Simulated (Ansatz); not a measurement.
One change: `[NH2][AlH][CH2]Cl` becomes `CN[CH2][AlH][NH2]`.

Ansatz, PBE0-D4/def2-TZVP geometries, multiplicity 1. Each molecule was computed in one conformer, which needn't be the lowest.

```tsv
property	`[NH2][AlH][CH2]Cl`
HOMO–LUMO gap (B3LYP/def2-TZVPP) / eV	6.55
HOMO–LUMO gap (ωB97M-V/def2-TZVPP) / eV	11.02
size of the dipole moment (B3LYP/def2-TZVPP) / D	1.92
size of the dipole moment (ωB97M-V/def2-TZVPP) / D	1.93
HOMO–LUMO gap (PBE0/def2-TZVPP) / eV	7.04
HOMO energy (PBE0/def2-TZVPP) / eV	-7.37
```

(1) Give the same properties after the change, and the shifts. (Best estimate.)

Results:

(1) The calculation gave: 
| property | `CN[CH2][AlH][NH2]` | shift |
| --- | --- | --- |
| HOMO–LUMO gap (B3LYP/def2-TZVPP) / eV | 5.55 | -1.00 |
| HOMO–LUMO gap (ωB97M-V/def2-TZVPP) / eV | 9.86 | -1.16 |
| size of the dipole moment (B3LYP/def2-TZVPP) / D | 0.95 | -0.97 |
| size of the dipole moment (ωB97M-V/def2-TZVPP) / D | 0.96 | -0.97 |
| HOMO–LUMO gap (PBE0/def2-TZVPP) / eV | 5.96 | -1.08 |
| HOMO energy (PBE0/def2-TZVPP) / eV | -6.15 | 1.22 |

With PBE0 the HOMO rises by 1.22 eV and the LUMO rises by 0.14 eV, so the gap narrows by about 1.08 eV. PBE moves the HOMO by 1.21 eV and ωB97M-V by 1.23 eV. Dipoles are sizes alone; their direction can turn.

B3LYP here is the variant with VWN-RPA as its local correlation; programs differ in this.
